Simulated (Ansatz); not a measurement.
Reaction (atomization): `FCNC[SiH3]` → 2 C• + F• + 8 H• + N• + Si•

Isolated molecules relaxed with PBE0-D4/def2-TZVP in Ansatz; ΔE leaves out vibrations. CCSD(T)/CBS is the MP2 limit (def2-TZVPP, def2-QZVPP) plus CCSD(T) − MP2 in def2-TZVPP, frozen cores. This one scheme is used for every species, atoms too. Functionals use def2-TZVPP. HSE06 is defined as in plane-wave codes. No spin–orbit coupling; open shells (•) take unrestricted orbitals. Spin–orbit coupling would lower the free atoms: a little for C, F, Si. One conformer a species, not always the lowest.

**Question.** What is ΔE at CCSD(T)/CBS? (Best estimate.)

**Answer.** The calculation gave: +47.44 eV.

**Question.** What do these levels give: LDA (SPW92), PBE-D4, revPBE-D4, r2SCAN-D4, PBE0, HSE06, CAM-B3LYP, MP2/def2-SVP, CCSD/def2-SVP, CCSD(T)/def2-TZVPP, HF/def2-QZVPP, HF/CBS(def2)? (Best estimate.)

**Answer.** Computed: LDA (SPW92) 54.31, PBE-D4 48.24, revPBE-D4 47.14, r2SCAN-D4 47.38, PBE0 47.24, HSE06 47.28, CAM-B3LYP 47.62, MP2/def2-SVP 45.03, CCSD/def2-SVP 44.40, CCSD(T)/def2-TZVPP 46.19, HF/def2-QZVPP 34.32, HF/CBS(def2) 34.33 eV.

**Question.** What do rigid-rotor, harmonic-oscillator terms from PBE0-D4/def2-TZVP frequencies (298.15 K, 1 bar) make of the CCSD(T)/CBS value? (Best estimate.)

**Answer.** The calculation gave: ΔZPE = -2.74 eV, ΔH = +45.31 eV, ΔS = 1369 J/(mol·K), ΔG = +41.08 eV. Open shells count their whole term as degenerate.

Largest T1 diagnostic among the species: 0.012.

At CCSD(T), def2-SVP lies −2.62 eV from the extrapolated value and def2-TZVPP −1.25 eV: correlation converges slowly with the basis, and small sets miss more of it in the bonded molecule than in its fragments. From BLYP to BHLYP (50 % exact exchange), in def2-TZVPP and without D4, ΔE moves by −0.96 eV: exact exchange takes away binding that semilocal exchange gives to molecules.

For atomizations the MP2-based limit and the directly extrapolated one differ by several kJ/mol either way, and by 10 to 25 for some Ge, Se and Sn compounds, so smaller differences from it don't rank the levels.
